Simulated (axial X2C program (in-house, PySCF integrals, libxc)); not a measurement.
# Nuclear properties of HCoH⁻

Calculated with an axial X2C code built on PySCF integrals: two-component X2C with atomic mean-field Coulomb and Gaunt terms, Gaussian nuclei, basis H dyall-v3z, Co dyall-v3z with contracted cores.

H–Co–H held linear, with bonds 1.608 and 1.608 Å (near the PBE0 minimum at charge -1 of the determinant lowest at the starting distance; the state shown can have its own minimum elsewhere, held linear; other orders of the atoms were not compared).

Input and command:
```json
{"zs": [1, 27, 1], "q": -1, "bas": ["dyall-v3z", "dyall-v3z", "dyall-v3z"], "r0": [1.43, 1.43], "symm": 1, "scan": ["PBE0", "HF", "B3LYP"], "levels": ["PBE0", "HF", "PBE"], "nst": 2}
```
```bash
python solin.py task.json out
```

Keys: zs atomic numbers; q charge; bas basis sets; r0 starting distance in Å; symm equal bonds; scan levels of the two-bond scan; levels methods; nst determinants followed.

Determinant lowest in the PBE0 search, Ω = 4 (⟨Sz⟩ = 1.00, ⟨Lz⟩ = 3.00 at PBE0), spin on the atoms H 0.00, Co 1.01, H 0.00:

| level | A∥/gI H (MHz) | qzz H (a.u.) | A∥/gI Co (MHz) | qzz Co (a.u.) |
| --- | --- | --- | --- | --- |
| PBE0 | 3.13 | 0.08 | 398 | -2.70 |
| HF | -1.01 | 0.10 | 481 | -2.01 |
| PBE | 3.29 | 0.08 | 411 | -2.61 |

Determinant 0.13 eV from it at PBE0 and this distance, Ω = 1 (⟨Sz⟩ = 1.00, ⟨Lz⟩ = 0.00 at PBE0), spin on the atoms H -0.02, Co 1.04, H -0.02:

```json
{"level": "PBE0", "A∥/gI H (MHz)": "3", "qzz H (a.u.)": "0.09", "A∥/gI Co (MHz)": "264", "qzz Co (a.u.)": "1.19"}
{"level": "HF", "A∥/gI H (MHz)": "1.36", "qzz H (a.u.)": "0.09", "A∥/gI Co (MHz)": "133", "qzz Co (a.u.)": "0.78"}
{"level": "PBE", "A∥/gI H (MHz)": "3", "qzz H (a.u.)": "0.09", "A∥/gI Co (MHz)": "315", "qzz Co (a.u.)": "1.40"}
```

A∥ (defined per Ω) follows by multiplying with gI = μI/(I μN); qzz is the electric field gradient, eQq0 = 234.96 MHz × Q/barn × qzz. The operators were transformed with the bare-nucleus X2C matrices; with these basis sets, hyperfine constants and field gradients can be off by tens of per cent, and where levels differ in sign neither size nor sign is settled.

(1) With gI(59Co) = 1.3220, Q(59Co) = 0.42 barn (g factors from the IAEA table of nuclear moments by Stone; Q from Pyykkö, Mol. Phys. 2018), turn the PBE0 values of the first state into constants in MHz.

The molecule was held linear; bending was not examined, so a bent shape may lie lower.

Each state is one determinant with collinear spin, which with several unpaired electrons need not be a pure state. Unrestricted Hartree–Fock can overshoot spin polarisation at the nuclei. For an anion, determinants above electron detachment, or with a positive highest level, are held by the basis set. With several open shells hyperfine constants can be off by a factor of several. Open-shell Ω = 0 determinants with evenly filled partner blocks cannot be reached by this program, so the Ω shown need not be the lowest component. At PBE a later determinant lies lower. States lie within half an eV, so the first need not be the ground state. Where a field gradient or hyperfine factor spreads by more than a factor of two over the levels, a constant derived from it is not to be relied on. PBE0 term energies can be off by some tenths of an eV.

Results:

(1) A∥(59Co) = 398 × 1.3220 = 526 MHz; eQq0(59Co) = 234.96 × (0.42) × (-2.70) = -266 MHz.
